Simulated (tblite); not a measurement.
Compound: C₃H₇Cl₂F₃Si₂.
Cartesian coordinates in Å at the GFN2-xTB level; atoms count from 1:
```xyz
17
C3H7Cl2F3Si2 angstrom
F     -1.0932    0.2549    2.1465
C     -0.8160    0.8620    0.9679
F     -2.0029    1.3106    0.5204
F     -0.1124    1.9628    1.2822
C     -0.0791   -0.0241    0.0180
Si     0.3958    1.0436   -1.5141
Si     1.4399   -0.7190    0.9867
C     -0.9771   -1.1692   -0.3700
Cl    -0.0031   -2.5245   -0.9596
Cl    -2.1225   -0.7181   -1.6615
H      0.7253    0.1021   -2.5767
H      1.5691    1.8133   -1.1022
H     -0.7067    1.9328   -1.8559
H      2.4319   -1.1343    0.0041
H      1.9491    0.3781    1.8051
H      0.9678   -1.8099    1.8338
H     -1.5729   -1.5492    0.4653
```

Calculated harmonic vibrations of the isolated species, GFN2-xTB (tblite), most abundant isotopes, no scaling. The method is semi-empirical: single wavenumbers can be off by several per cent or more. Modes of hydrogen on silicon can be 10 to 20 % off. One conformer, not necessarily the lowest.

Harmonic wavenumbers (cm⁻¹): 49.9, 60.6, 117.8, 136.1, 150.6, 163.9, 174.0, 211.5, 233.5, 240.0, 254.0, 322.1, 342.7, 350.2, 475.1, 492.4, 523.2, 552.6, 555.7, 580.9, 614.2, 634.7, 668.4, 735.2, 751.4, 759.7, 789.3, 794.1, 802.9, 817.0, 910.0, 921.1, 1025.4, 1047.5, 1121.4, 1170.3, 1196.0, 1238.4, 2293.3, 2312.6, 2322.4, 2336.0, 2340.7, 2345.2, 2922.8.

A = 885.7, B = 678.3, C = 562.1 MHz; mass 225.942 u (most abundant isotopes); point group C1, symmetry number 1.

Task: What is the zero-point energy?

Result: ½Σν̃ = 19428 cm⁻¹ = 55.55 kcal/mol.

Task: Give the ideal-gas entropy at 400 K and 1 bar in the rigid-rotor, harmonic-oscillator model (classical rotation).

Result: Translation 43.63, rotation 32.11, vibration 54.74: S = 130.5 cal/(mol K).

Task: And Cp and H(400 K) − H(0)?

Result: Cp = 60.12 cal/(mol K), of which vibrations give 52.17 (their classical limit is 45 R = 89.4); H(400 K) − H(0) = 14.64 kcal/mol without the zero-point energy, 11.46 from vibrations.

Task: Blend soft modes into free rotors: weight 1/[1 + (100 cm⁻¹/ν̃)⁴] for the oscillator and the rest for a rotor with moment μB/(μ + B), μ = h/(8π²ν), B = 10⁻⁴⁴ kg m². What vibrational entropy results?

Result: 51.51 cal/(mol K) in place of 54.74, which changes −T·S at 400 K by +1.29 kcal/mol.

Task: How do the functions run with temperature in this model?

Result: 
```tsv
T (K)	S (cal/(mol K))	Cp (cal/(mol K))	H − H(0) (kcal/mol)	G − H(0) (kcal/mol)	ln q(vib)
150	86.5	31.2	2.84	-10.14	3.82
250	105.8	45.0	6.67	-19.78	7.57
298.15	114.2	50.7	8.97	-25.07	9.38
600	157.3	71.9	27.95	-66.43	19.98
900	188.5	81.5	51.11	-118.51	28.91
```

q(vib) and H(0) count from the zero-point level.

Task: What must be added to the electronic energy to get the Gibbs energy at 400 K and 1 bar?

Result: ZPE + [H(400 K) − H(0)] − T·S = 55.55 + 14.64 − 52.19 = 18.00 kcal/mol.

Hindered rotation and anharmonicity are outside this model. Other conformers, if any are populated, would add a mixing term that is left out. The structure is chiral; the term R ln 2 for an equal mix with its mirror image is left out.
